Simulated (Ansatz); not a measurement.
**One elementary step**

Start structure (BNH6O2, singlet), relaxed at PBE0-D4/def2-TZVP:

B1  (-0.220, 0.428, -0.744)
N2  (1.095, -0.001, -0.459)
O3  (-0.593, 0.552, -2.057)
O4  (-1.158, 0.723, 0.222)
H5  (-0.029, -1.529, 2.036)
H6  (0.041, -1.327, 2.752)
H7  (1.746, -0.189, -1.199)
H8  (1.482, -0.079, 0.461)
H9  (-1.508, 0.831, -2.134)
H10  (-0.856, 0.591, 1.121)
(Å)

The step: BNH₄O₂ ([NH2][B]([OH])[OH]) + H₂ → BH₃O₂ ([OH][BH][OH]) + NH₃ (still joined by a long B–N bond); bonds formed: B1–H6, N2–H5; bonds broken: H5–H6; bonds weakened to dative contacts: B1–N2. Program: Ansatz 0.2.0. Basis: def2-TZVPP and def2-QZVPP. Cores are frozen in the correlated methods. Extrapolation: Hartree–Fock as exp(−7.88 √X), correlation as X^−2.97. Energies below are by CCSD(T) at an estimated basis limit (MP2 extrapolated from triple and quadruple zeta, plus CCSD(T) − MP2 in triple zeta).

(1) What are the electronic barrier and the energy of the step, from the start structure to the end structure? (Judge from chemistry; the value comes from the calculation.)

The T1 diagnostic stays at or below 0.012.

## Answers

(1) Computed: Barrier 53.60 kcal/mol; step energy 13.33 kcal/mol (uphill); reverse barrier, their difference, 40.27 kcal/mol. Barrier and step energy count from the start structure, the reverse barrier from the end structure.

The saddle point: One imaginary mode of 1525i cm⁻¹.
| pair | start (Å) | saddle (Å) | end (Å) |
| --- | --- | --- | --- |
| B1–H6 | 3.92 | 1.50 | 1.22 |
| N2–H5 | 3.13 | 1.30 | 1.01 |
| B1–N2 | 1.41 | 1.57 | 1.71 |
| H5–H6 | 0.75 | 1.06 | 2.55 |

Zero-point energy (harmonic, PBE0-D4): ZPE is 45.44 kcal/mol at the start and 46.82 kcal/mol at the saddle, so the barrier goes from 53.60 to 54.98 kcal/mol.

Labels in which every atom is bracketed show which atoms are joined, not bond orders.

For scale, one of the runs: CCSD(T)/def2-TZVPP, 208 basis functions, launched by `ansatz run in.yaml --threads 4 --pin off --events-out ev --progress --plain --max-ram 9574MiB`. The run took 39 s on 4 CPU threads of an Arm Neoverse V2 (shared host), with 3.1 GiB of host memory at its peak.
